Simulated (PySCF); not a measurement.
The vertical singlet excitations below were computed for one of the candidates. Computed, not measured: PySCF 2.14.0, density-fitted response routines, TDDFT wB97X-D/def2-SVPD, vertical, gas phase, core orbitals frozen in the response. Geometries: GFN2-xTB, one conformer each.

| state | λ (nm) | f |
| --- | --- | --- |
| S1 | 247.8 | 0.0066 |
| S2 | 218.4 | 0.343 |
| S3 | 175.9 | 0.0030 |
| S4 | 168.3 | 0.019 |
| S5 | 166.1 | 0.016 |
| S6 | 159.2 | 0.082 |
| S7 | 157.2 | 0.0093 |
| S8 | 155.0 | 0.017 |

Orbital energies (eV): HOMO-3 -11.86, HOMO-2 -11.16, HOMO-1 -9.67, HOMO -8.94, LUMO 0.68, LUMO+1 2.07, LUMO+2 2.52.

Question: Which structure fits? All have the formula C6H10O2.
A. `CCC1=COCCO1`
B. `CC(=C(C)C)C(=O)O`
C. `OC[C@@H]1C[C@@H]2O[C@@H]2C1`

Answer: B. Its S1, at 5.00 eV, is the lowest among the candidates; the nearest of the others has S1 at 5.98 eV. S1 is HOMO-1→LUMO (86%). Löwdin shares by element: HOMO carbon 63% or more, oxygen 10% or more (atoms not listed hold the other 27%); LUMO carbon 60% or more, oxygen 14% or more (atoms not listed hold the other 26%). At the same level the other candidates give, for their lowest levels:
- `CCC1=COCCO1`: 207 nm (f 0.019); 193 nm (f 0.139); 178 nm (f 0.007); 176 nm (f 0.029); 173 nm (f 0.041); T1 4.37 eV; HOMO -7.77, LUMO 2.32 eV
- `OC[C@@H]1C[C@@H]2O[C@@H]2C1`: 173 nm (f 0.003); 157 nm (f 0.013); 148 nm (f 0.009); 146 nm (f 0.036); 145 nm (f 0.048); T1 6.93 eV; HOMO -9.40, LUMO 2.32 eV

The values belong to the conformer `[CH3:1][C:2]([CH3:3])=[C:4]([CH3:5])[C:6](=[O:7])[OH:8]`: C2–C4–C6–O7 13°, H–O8–C6–C4 180°.
Triplets come from the Tamm–Dancoff approximation.
